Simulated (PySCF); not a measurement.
Computed shifts of a molecule C2H6OSi2, B3LYP/pcSseg-1 (PySCF), GIAO, gas phase, atoms alike by connectivity averaged where their shifts nearly agree, in ppm (number of nuclei): ²⁹Si: 1.4 (1), -38.6 (1). ¹³C: 182.9 (1), 172.8 (1). ¹H: 7.96 (1), 7.87 (1), 5.67 (1), 4.92 (1), 4.74 (1), 1.62 (1). References: ¹⁷O against H2O (σ = 333.8 ppm); ²⁹Si against TMS (σ = 338.7 ppm); ¹³C against TMS (σ = 181.3 ppm); ¹H against TMS (σ = 31.68 ppm), references at their B3LYP-D3(BJ)/def2-TZVP geometries, non-relativistic. Geometry optimised at B3LYP-D3(BJ)/def2-SVP. Other conformers were not sampled.

Question: Pick the molecule that these values belong to.
A) C=C1O[SiH2][SiH2]1
B) O[Si@@H]1C=C[SiH2]1
C) C1=C[SiH2][SiH2]O1
D) C=C1[SiH2]O[SiH2]1

Answer: B, O[Si@@H]1C=C[SiH2]1
